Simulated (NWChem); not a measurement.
System: boron oxyfluoride (BOF); SMILES O=BF

Parts of the log:

```
             Northwest Computational Chemistry Package (NWChem) 7.3.0
             --------------------------------------------------------

 ORDER OF PRIMARY AXIS IS BEING SET TO 4
 C4V symmetry detected

                             Geometry "geometry" -> ""
                             -------------------------

 Output coordinates in angstroms (scale by  1.889725989 to convert to a.u.)

  No.       Tag          Charge          X              Y              Z
 ---- ---------------- ---------- -------------- -------------- --------------
    1 F                    9.0000     0.00000000     0.00000000    -1.20803305
    2 B                    5.0000     0.00000000     0.00000000     0.08620995
    3 O                    8.0000     0.00000000     0.00000000     1.30515595

 Effective nuclear repulsion energy (a.u.)      50.9245549350

      Symmetry information
      --------------------

 Group name             C4v
 Group number             18
 Group order               8
 No. of unique centers     3

                                 NWChem DFT Module
                                 -----------------

 Summary of "ao basis" -> "ao basis" (spherical)
 ------------------------------------------------------------------------------
       Tag                 Description            Shells   Functions and Types
 ---------------- ------------------------------  ------  ---------------------
 F                         def2-qzvp                17       57   7s4p3d2f1g
 B                         def2-qzvp                17       57   7s4p3d2f1g
 O                         def2-qzvp                17       57   7s4p3d2f1g

      Symmetry analysis of basis
      --------------------------

        a1         54
        a2          3
        b1         18
        b2         18
        e          78

            General Information
            -------------------
          SCF calculation type: DFT
          Wavefunction type:  closed shell.
          No. of atoms     :     3
          No. of electrons :    22
           Alpha electrons :    11
            Beta electrons :    11
          Charge           :     0
          Spin multiplicity:     1
          Use of symmetry is: on ; symmetry adaption is: on
          Maximum number of iterations: 150
          AO basis - number of functions:   171
                     number of shells:    51
          Convergence on energy requested:  1.00D-06
          Convergence on density requested:  1.00D-05
          Convergence on gradient requested:  5.00D-04

              XC Information
              --------------
                         PBE0 Method XC Functional
                     Hartree-Fock (Exact) Exchange  0.250
          PerdewBurkeErnzerhof Exchange Functional  0.750
            Perdew 1991 LDA Correlation Functional  1.000 local
           PerdewBurkeErnz. Correlation Functional  1.000 non-local

             Grid Information
             ----------------
          Grid used for XC integration:  medium
          Radial quadrature: Mura-Knowles
          Angular quadrature: Lebedev.
          Tag              B.-S. Rad. Rad. Pts. Rad. Cut. Ang. Pts.
          ---              ---------- --------- --------- ---------
          F                   0.50       49           8.0       434
          B                   0.85       49           7.0       434
          O                   0.60       49           8.0       434
          Grid pruning is: on
          Number of quadrature shells:   147
          Spatial weights used:  Erf1

      Superposition of Atomic Density Guess
      -------------------------------------

 Sum of atomic energies:        -198.74398851

      Non-variational initial energy
      ------------------------------

 Total energy =    -199.345920
 1-e energy   =    -375.076146
 2-e energy   =     124.805671
 HOMO         =      -0.532696
 LUMO         =      -0.008974

      Symmetry analysis of molecular orbitals - initial
      -------------------------------------------------

 !! scf_movecs_sym_adapt:   42 vectors were symmetry contaminated

  Symmetry fudging

 !! scf_movecs_sym_adapt:   38 vectors were symmetry contaminated

  Numbering of irreducible representations:

     1 a1          2 a2          3 b1          4 b2          5 e

  Orbital symmetries:

     1 a1          2 a1          3 a1          4 a1          5 a1
     6 a1          7 e           8 e           9 a1         10 e
    11 e          12 a1         13 e          14 e          15 a1
    16 e          17 e          18 a1         19 a1         20 e
    21 e

------------------------------------------------------------
EAF file 0: "./job.aoints.0" size=109051904 bytes
------------------------------------------------------------
               write      read    awrite     aread      wait
               -----      ----    ------     -----      ----
     calls:      208         0         0         0         0
   data(b): 1.09e+08  0.00e+00  0.00e+00  0.00e+00
   time(s): 0.00e+00  0.00e+00  0.00e+00  0.00e+00  0.00e+00
rate(mb/s): 0.00e+00  0.00e+00
------------------------------------------------------------

     ---------------------------------------------
      Total Density - Mulliken Population Analysis
     ---------------------------------------------

    Atom       Charge   Shell Charges
 -----------   ------   -------------------------------------------------------
    1 F    9     9.36   1.16  0.01  0.64  0.17  0.53  1.02  0.36  1.57  1.92  1.60  0.38  0.00  0.00  0.01  0.00  0.00  0.00
    2 B    5     3.71   1.01  0.00  0.71  0.25  0.32  0.33  0.04  0.38  0.35  0.10  0.02  0.03  0.11  0.04  0.02  0.01  0.01
    3 O    8     8.93   1.07  0.01  0.68  0.21  0.49  1.01  0.35  1.37  1.78  1.53  0.41  0.00  0.01  0.01  0.00  0.00  0.00

   convergence    iter        energy       DeltaE   RMS-Dens  Diis-err
 ---------------- ----- ----------------- --------- --------- ---------
 d= 0,ls=0.0,diis     1   -199.7583063018 -2.51D+02  5.09D-03  1.83D+00
 d= 0,ls=0.0,diis     2   -199.3748941979  3.83D-01  3.72D-03  5.30D+00
 d= 0,ls=0.0,diis     3   -199.8687353275 -4.94D-01  8.57D-04  2.38D-01
 d= 0,ls=0.0,diis     4   -199.8853348784 -1.66D-02  3.16D-04  6.69D-02
 d= 0,ls=0.0,diis     5   -199.8899147496 -4.58D-03  6.11D-05  1.21D-03
  Resetting Diis
 d= 0,ls=0.0,diis     6   -199.8900015347 -8.68D-05  9.23D-06  3.04D-05
 d= 0,ls=0.0,diis     7   -199.8900040082 -2.47D-06  5.14D-06  1.40D-06
 d= 0,ls=0.0,diis     8   -199.8900035721  4.36D-07  3.32D-06  6.41D-06

         Total DFT energy =     -199.890003572124
      One electron energy =     -376.704201559088
           Coulomb energy =      148.810491891321
    Exchange-Corr. energy =      -22.920848839312
 Nuclear repulsion energy =       50.924554934956

 Numeric. integr. density =       21.999999052395

                  Occupations of the irreducible representations
                  ----------------------------------------------

                     irrep           alpha         beta
                     --------     --------     --------
                     a1                7.0          7.0
                     a2                0.0          0.0
                     b1                0.0          0.0
                     b2                0.0          0.0
                     e                 4.0          4.0

                       DFT Final Molecular Orbital Analysis
                       ------------------------------------

 Vector    9  Occ=2.000000D+00  E=-4.502553D-01  Symmetry=a1
              MO Center= -6.9D-13,  4.2D-13,  1.4D+00, r^2= 6.9D-01
   Bfn.  Coefficient  Atom+Function         Bfn.  Coefficient  Atom+Function
  ----- ------------  ---------------      ----- ------------  ---------------
   124      0.310225  3 O  pz               127      0.282052  3 O  pz
   130      0.244212  3 O  pz               120      0.242128  3 O  s
    62     -0.159760  2 B  s                121      0.158593  3 O  s
    67     -0.147807  2 B  pz                63     -0.119451  2 B  s
   119      0.114892  3 O  s                133      0.102976  3 O  pz

 Vector   10  Occ=2.000000D+00  E=-3.777302D-01  Symmetry=e
              MO Center= -1.0D-15, -1.1D-15,  9.8D-01, r^2= 1.1D+00
   Bfn.  Coefficient  Atom+Function         Bfn.  Coefficient  Atom+Function
  ----- ------------  ---------------      ----- ------------  ---------------
   123      0.264842  3 O  py               126      0.247069  3 O  py
   129      0.225023  3 O  py               122      0.164650  3 O  px
   125      0.153601  3 O  px               128      0.139895  3 O  px
    69      0.117156  2 B  py                66      0.115723  2 B  py
   132      0.099890  3 O  py                 9     -0.085206  1 F  py

 Vector   11  Occ=2.000000D+00  E=-3.777302D-01  Symmetry=e
              MO Center=  6.5D-13, -4.0D-13,  9.8D-01, r^2= 1.1D+00
   Bfn.  Coefficient  Atom+Function         Bfn.  Coefficient  Atom+Function
  ----- ------------  ---------------      ----- ------------  ---------------
   122      0.264842  3 O  px               125      0.247069  3 O  px
   128      0.225023  3 O  px               123     -0.164650  3 O  py
   126     -0.153601  3 O  py               129     -0.139895  3 O  py
    68      0.117156  2 B  px                65      0.115723  2 B  px
   131      0.099890  3 O  px                 8     -0.085206  1 F  px

[...]
```

Level: PBE0/def2-QZVP. Geometry: optimised at PBE-D3(BJ)/def2-SVP.

**Question.** Reconstruct the input file.

**Answer.** This is not unique; one that fits is the input that was run:
```
start job
memory heap 200 mb stack 700 mb global 900 mb
geometry units angstroms noautoz
  F      0.000000     0.000000    -1.208022
  B      0.000000     0.000000     0.086221
  O      0.000000     0.000000     1.305167
end
basis spherical
  * library def2-qzvp
end
dft
  xc pbe0
  iterations 150
  semidirect filesize 400000000
  mulliken
end
task dft energy
```
